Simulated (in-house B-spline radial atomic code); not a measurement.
**PBE hybrid excitations of In+**

Method: PBE hybrid with 1 exact exchange. Computed with a B-spline radial code for spherical atoms: linear response of the closed shell [Kr] 4d10 5s2 with the functional's adiabatic kernel; scalar-relativistic (spin-free one-electron X2C), finite nucleus, no spin-orbit coupling, no double excitations, S, P, D and F terms only; shells from n = 3 respond. Only terms of natural parity with L up to 3 were computed.

Command:
```bash
python run_td.py task.json out
```
Settings (radii: box in bohr, nucleus in fm):
```
Z                        49
electrons                48
configuration            [Kr] 4d10 5s2
hamiltonian              x2c
method                   pbeh
box_radius               41.61
exact_exchange_fraction  1
rms_radius               4.6156
intervals                74
```

Run time, properties included: 4.6 s on 1 thread of Arm Neoverse N1, on a shared host.

The lowest states, in the order of their Tamm-Dancoff energies; the method's threshold (minus the highest occupied level) is 18.112 eV. Labels give the largest channel, * marks a mixed state, and oscillator strengths are full-response dipole values. Measured ¹D terms are left out, since they can mix with doubly excited terms. Semilocal kernels can invert the small singlet-triplet splittings of Rydberg terms. Energies in eV:

```csv
state,full response,Tamm-Dancoff,oscillator strength,measured (J-weighted term)
5s → 5p 3P,4.031,4.497,-,5.531
5s → 5p 1P,6.898,7.152,1.65,7.816
5s → 6s 3S,10.982,10.997,-,11.645
5s → 6s 1S,11.465,11.486,-,12.030
5s → 5d 3D,11.973,11.980,-,12.674
5s → 5d 1D,12.219,12.229,-,-
5s → 6p 3P,12.714,12.733,-,13.409
5s → 6p 1P,12.937,12.967,3.71e-05,13.611
5s → 7s 3S,14.340,14.344,-,-
5s → 7s 1S,14.470,14.477,-,-
5s → 4f 3F,14.646,14.647,-,-
5s → 4f 1F,14.662,14.662,-,-
5s → 6d 3D,?,?,-,-
5s → 6d 1D,14.811,14.815,-,-
5s → 7p 3P,?,?,-,-
5s → 7p 1P,15.109,15.118,0.00169,-
```

**Question.** Where does 5s → 7p 3P lie?

**Answer.** At 15.035 eV in full response, 15.041 eV in Tamm-Dancoff.

**Question.** Where does 5s → 6d 3D lie?

**Answer.** At 14.732 eV in full response, 14.734 eV in Tamm-Dancoff.

**Question.** How large is the singlet-triplet splitting of 5s → 5p (P terms) in Tamm-Dancoff?

**Answer.** 2.66 eV, from the unrounded values.

**Question.** What polarisabilities and dispersion coefficient does the method give?

**Answer.** Dipole 29.9 bohr³, quadrupole 137.8 bohr⁵, C6 213.7 hartree·bohr⁶ for two such species.
